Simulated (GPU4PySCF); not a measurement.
Pt(Cl)2(bpy) (C₁₀H₈Cl₂N₂Pt), SMILES [Cl][Pt]1([Cl])<-[n]2ccccc2-c2cccc[n]->12, multiplicity 1.

Geometry: B3LYP-D3(BJ)/def2-TZVP. The multiplicity is an assumed one; no other spin state was optimised. The isomer is the one that the SMILES or the coordinates give; other isomers of the formula were not compared. The def2 effective core potentials stand for the cores of Pt; spin–orbit coupling is left out. Other conformers were not sampled.

Level of theory: ωB97X-V/def2-TZVPD run with GPU4PySCF.

The molecule is in vacuum.

- total energy: -1535.17028 hartree
- point group: C2v
- highest occupied level: -8.53 eV
- lowest empty level: -1.17 eV
- orbital gap: 7.36 eV
- dipole moment: 2.938 e·Å
- quadrupole, principal values (traceless, Buckingham form, about the centre of nuclear charge): -19.84, -6.23, 26.07 D·Å
- mean static polarisability: 202.8 bohr³ (30.05 Å³)
- polarisability, principal values: 107.2, 242.7, 258.6 bohr³
